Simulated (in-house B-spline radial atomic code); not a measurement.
Br⁻. Computed with a B-spline radial atomic code. Model: all-electron spherical atom, spin shells full or empty, radial basis limit, no spin-orbit coupling: exact exchange with a local potential (Slater, KLI or optimised effective potential, whose far tail is KLI's), no correlation.

Anion configuration assumed.

Exchange potential has not reached -1/r at the last radius.

The run also made RPA and GW results, which its time includes.

The Slater potential averages the orbital exchange potentials with the orbital densities as weights, KLI adds orbital constants, and the optimised effective potential minimises the exact-exchange energy among local potentials. So their energies lie above Hartree-Fock in the order OEP, KLI, Slater. All fall off as −1/r, unlike LDA and GGA exchange.

Command:
```bash
python run_gw.py task.json out
```
Settings (nuclear radius in fm, other lengths in bohr, energies in hartree):
```
Z                      35
electrons              36
configuration          [Ar] 3d10 4s2 4p6
hamiltonian            x2c
method                 slater
lmax                   9
rms_radius             4.1629
spin_polarised         False
box_radius             60
intervals              111
```

Time taken, with all properties: 15 s on 1 thread of Arm Neoverse N1, with other jobs on the host.

Given: hamiltonian one-electron scalar X2C; mean-field start Slater potential.

Computed: energy above Hartree-Fock 312.67 millihartree.

```
radius (bohr)  r times exchange potential (hartree bohr)
      0.00143                                  -0.054693
       0.0018                                  -0.068746
      0.00228                                  -0.086886
      0.00288                                   -0.10939
      0.00364                                   -0.13759
       0.0046                                   -0.17263
      0.00581                                   -0.21576
      0.00734                                   -0.26844
      0.00927                                   -0.33168
       0.0117                                   -0.40585
       0.0148                                   -0.49141
       0.0187                                   -0.58475
       0.0236                                   -0.68065
       0.0299                                   -0.77244
       0.0377                                   -0.84399
       0.0477                                   -0.88265
       0.0602                                   -0.88832
       0.0761                                          ?
       0.0961                                    -1.0266
        0.121                                    -1.1888
        0.153                                    -1.3375
        0.194                                    -1.4007
        0.245                                    -1.3386
        0.309                                    -1.3113
        0.391                                    -1.5005
        0.494                                    -1.7248
        0.624                                          ?
        0.788                                    -1.7277
        0.996                                    -1.4541
         1.26                                    -1.2576
         1.59                                    -1.3051
         2.01                                    -1.3739
         2.54                                    -1.3692
         3.21                                    -1.3008
         4.05                                    -1.2096
         5.12                                    -1.1286
         6.46                                    -1.0733
```

Q: What belongs in the row 0.0761?

A: r times exchange potential (hartree bohr): -0.91655.

Q: What belongs in the row 0.624?

A: r times exchange potential (hartree bohr): -1.8191.

```json
{"occupied": "1s", "level (hartree)": "-494.3", "Hartree-Fock level (hartree)": "-497.89"}
{"occupied": "2s", "level (hartree)": "-65.062", "Hartree-Fock level (hartree)": "-66.758"}
{"occupied": "2p", "level (hartree)": "-57.731", "Hartree-Fock level (hartree)": "-58.657"}
{"occupied": "3s", "level (hartree)": "?", "Hartree-Fock level (hartree)": "?"}
{"occupied": "3p", "level (hartree)": "-6.7186", "Hartree-Fock level (hartree)": "-7.2098"}
{"occupied": "3d", "level (hartree)": "-2.7416", "Hartree-Fock level (hartree)": "-2.816"}
{"occupied": "4s", "level (hartree)": "-0.61865", "Hartree-Fock level (hartree)": "-0.71231"}
{"occupied": "4p", "level (hartree)": "-0.1597", "Hartree-Fock level (hartree)": "-0.1376"}
```

Q: What belongs in the row 3s?

A: level (hartree): -9.0866; Hartree-Fock level (hartree): -9.8566.

The highest level, 4p, differs from Hartree-Fock by -0.6 eV and the deepest, 1s, by +97.6 eV: the Slater potential lacks the response part and is deeper than the optimised one throughout, so the top level comes too deep.
